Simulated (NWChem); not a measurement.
Species: BeBrF; SMILES [Be]([F])[Br]

```xyz
3

Be     0.0000     0.0000     1.1564
F      0.0000     0.0000     2.5422
Br     0.0000     0.0000    -0.7945
```
Atoms are numbered in this order, from 1.

Computed with NWChem. Pople sets run with spherical d functions. Structure relaxed at the PBE0/def2-SVP level. Vzz is the largest principal value of the second derivative of the potential at the nucleus (NWChem prints the opposite sign); η is the asymmetry. Non-relativistic.

For level PBE/6-31G*:

```yaml
Vzz Be1 (a.u.): -0.137
Vzz Br3 (a.u.): 2.711
```

### Question
How do the values read with level PBE/cc-pVTZ instead?

### Answer
- Vzz Be1 (a.u.) = -0.175
- Vzz Br3 (a.u.) = 2.402
